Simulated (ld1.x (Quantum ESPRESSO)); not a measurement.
# What the settings do to the PAW potential of Fe

Base potential:

iron, PAW, made with ld1.x (Quantum ESPRESSO) 7.5 (LDA (PZ), scalar-relativistic). Core [Ne], reference 3s2 3p6 3d6 4s2 4p0. Waves: 3s (bound): rcut 1.10, rcutus 1.35 bohr; 4s (bound): rcut 1.10, rcutus 1.35 bohr; 3p (bound): rcut 1.20, rcutus 1.35 bohr; 4p (bound, empty): rcut 1.20, rcutus 1.35 bohr; 3d (bound): rcut 0.85, rcutus 1.15 bohr; 3d channel at 3.15 Ry: rcut 0.85, rcutus 1.15 bohr. Local part: all-electron potential smoothed inside 0.95 bohr (lloc = -1). Core correction: Bessel-smoothed model core inside 0.75 bohr. Augmentation charge: PSQ, inside the norm-conserving radii.

Cutoffs, loose and tight: the cutoffs (Ry, on a coarse ladder) from which the occupation-weighted sum of valence levels, in a spherical-Bessel basis at the reference potential, stays within 10 and 1 mRy of its value at 400 Ry. They do not see the model core or the augmentation charge, which bear on the density cutoff. Test errors are all-electron minus pseudo excitation energies from the reference, over the configurations 3s2 3p6 3d6 4s1 4p0; 3s2 3p6 3d6 4s0 4p0; 3s2 3p6 3d5 4s0 4p0; 3s2 3p6 3d6 4s0 4p2; 3s2 3p6 3d5 4s2 4p0; 3s2 3p6 3d6 4s1 4p1; 3s2 3p5 3d6 4s2 4p0 (two spin-polarised tests are not counted in the largest error). A dash means not determined; rows that change the core or the reference have their own tests. The largest error is taken over the tests solved by every variant that gives reliable tests at all: 3s2 3p6 3d5 4s0 4p0; 3s2 3p6 3d6 4s0 4p0; 3s2 3p6 3d6 4s1 4p0.

Cutoffs are not given where the Bessel-basis levels miss the radial ones by over 6 mRy, ghosts where they miss by over 20 mRy; a channel whose overlap is not positive is not tested.

A file whose overlap is not positive is unfit for use, and its test errors describe a broken file.

```tsv
change	outcome	cutoff, loose	cutoff, tight	bound ghosts	largest test error (meV)
base	generated, overlap not positive	–	–	not determined (overlap not positive)	-1.8
waves 3p (bound): rcut 0.96, rcutus 1.02 bohr; 4p (bound): rcut 0.96, rcutus 1.02 bohr	generated	90 Ry	180 Ry	none	-3.1
waves 3p (bound): rcut 1.16, rcutus 1.24 bohr; 4p (bound): rcut 1.16, rcutus 1.24 bohr	failed: find_q: problem finding q	–	–	–	–
waves 3p (bound): rcut 1.20, rcutus 1.40 bohr; 4p (bound): rcut 1.20, rcutus 1.40 bohr	generated, overlap not positive	–	–	not determined (overlap not positive)	+11
waves 3p (bound): rcut 1.20, rcutus 1.48 bohr; 4p (bound): rcut 1.20, rcutus 1.48 bohr	generated, overlap not positive	–	–	not determined (overlap not positive)	+41
waves 3p (bound): rcut 1.20, rcutus 1.72 bohr; 4p (bound): rcut 1.20, rcutus 1.72 bohr	generated, overlap not positive	–	–	not determined (overlap not positive)	-204
waves 3p (bound): rcut 1.20, rcutus 1.84 bohr; 4p (bound): rcut 1.20, rcutus 1.84 bohr	generated	80 Ry	140 Ry	none	-5.5
waves 3p (bound): rcut 1.20, rcutus 2.00 bohr; 4p (bound): rcut 1.20, rcutus 2.00 bohr	generated	80 Ry	140 Ry	none	-6.8
```

Task: What comes out with this change to the base: waves 3p (bound): rcut 0.84, rcutus 0.88 bohr; 4p (bound): rcut 0.84, rcutus 0.88 bohr?

Result: outcome: generated; cutoff, loose: 110 Ry; cutoff, tight: 200 Ry; bound ghosts: none; largest test error (meV): -3.1.

Reading the sweep of the p radius (base included, trends over the rows without a ghost): The loose cutoff falls from 110 Ry at 0.88 to 80 Ry at 2 bohr. A larger radius leaves more room for a smooth pseudo-wave, so fewer plane waves are needed; a smaller one forces it to follow the all-electron wave where it bends sharply. The generation fails at 1.24 bohr.
